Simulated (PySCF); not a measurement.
Species: C8H15PS.
SMILES with atom numbers: `[CH2:1]=[CH:2][P@:3](=[S:4])([CH:5]([CH3:6])[CH3:7])[CH:8]1[CH2:9][CH2:10]1` (hydrogens: H11, H12 on C1; H13 on C2; H14 on C5; H15, H16, H17 on C6; H18, H19, H20 on C7; H21 on C8; H22, H23 on C9; H24, H25 on C10)

All values: PBE0/pcSseg-1 (PySCF, non-relativistic), on one gas-phase PBE0-D3(BJ)/def2-SVP geometry that isn't relaxed in the solvent. The solvent is an IEF-PCM continuum (cavity from Bondi-type radii × 1.2). Specific hydrogen bonds and non-electrostatic terms are outside this model.

Gas phase at PBE0/pcSseg-1: HOMO -6.21 eV, LUMO -0.80 eV, dipole 4.60 D.

**Question.** What does the continuum do to the energy, the frontier levels and the dipole at PBE0/pcSseg-1 in chloroform and acetonitrile?

**Answer.** 
| solvent | ε | E(solvent) − E(gas) (kcal/mol) | polarisation term (kcal/mol) | distortion of the solute (kcal/mol) | HOMO (eV) | LUMO (eV) | dipole (D) |
| --- | --- | --- | --- | --- | --- | --- | --- |
| chloroform | 4.711 | -6.00 | -7.23 | 1.23 | -6.55 | -0.69 | 6.19 |
| acetonitrile | 35.69 | -8.65 | -11.36 | 2.71 | -6.73 | -0.68 | 7.01 |

The polarisation term is half the interaction of the solute with the surface charges that it induces; the rest is the cost of distorting the solute's density. The sum is the electrostatic part of solvation alone. From chloroform to acetonitrile the lowering changes by a factor 1.44, Onsager's factor (ε − 1)/(2ε + 1) by 1.35 and ε itself by 7.6.

**Question.** Which radius a makes the point-dipole formula ΔE = −[(ε − 1)/(2ε + 1)]·μ²/a³ give the value in acetonitrile, with the gas-phase dipole?

**Answer.** μ = 1.810 au and |ΔE| = 0.01379 Eh give a = 2.57 Å; the farthest nucleus lies 3.91 Å from the centroid of the nuclei, so such a sphere wouldn't even hold the nuclei. The formula assumes a rigid point dipole at the centre of a sphere.

**Question.** Which ESP-fitted charges (PBE0/pcSseg-1) respond most in acetonitrile (means over atoms taken as equivalent)?

**Answer.** 
```
atoms                     environment  gas (e)  solvent (e)  change
   S4              sulfur bonded to P   -0.291       -0.438  -0.147
   P3  phosphorus bonded to 3 C and S   -0.286       -0.185  +0.101
   C8  sp3 carbon bound to phosphorus   -0.006       -0.058  -0.052
   C1            terminal =CH2 carbon   -0.212       -0.243  -0.031
  H13                vinylic hydrogen   +0.133       +0.164  +0.031
   C6                   methyl carbon   -0.496       -0.522  -0.026
  H12                vinylic hydrogen   +0.124       +0.147  +0.023
   C9      three-membered-ring carbon   -0.344       -0.322  +0.022
  C10      three-membered-ring carbon   -0.312       -0.333  -0.021
  H21                methine hydrogen   +0.183       +0.203  +0.020
   C5  sp3 carbon bound to phosphorus   +0.233       +0.253  +0.020
  H14                methine hydrogen   +0.079       +0.098  +0.019
```

**Question.** Which Mayer bond orders change most in acetonitrile?

**Answer.** 
| bond | length (Å) | gas | solvent | change |
| --- | --- | --- | --- | --- |
| P3–S4 | 1.955 | 1.733 | 1.595 | -0.138 |
| C2–P3 | 1.817 | 0.880 | 0.914 | +0.034 |
| P3–C8 | 1.814 | 0.864 | 0.886 | +0.022 |
| P3–C5 | 1.849 | 0.881 | 0.898 | +0.017 |
| C1–C2 | 1.333 | 1.963 | 1.949 | -0.014 |
| C5–H14 | 1.106 | 0.910 | 0.903 | -0.007 |
| C8–C9 | 1.505 | 0.919 | 0.925 | +0.006 |
| C1–H11 | 1.097 | 0.930 | 0.936 | +0.006 |

Shape of the structure used: `[CH2:1]=[CH:2][P@:3](=[S:4])([CH:5]([CH3:6])[CH3:7])[CH:8]1[CH2:9][CH2:10]1`: C1–C2–P3–S4 -2°, C2–P3–C5–C6 -171°, C2–P3–C8–C9 37°.
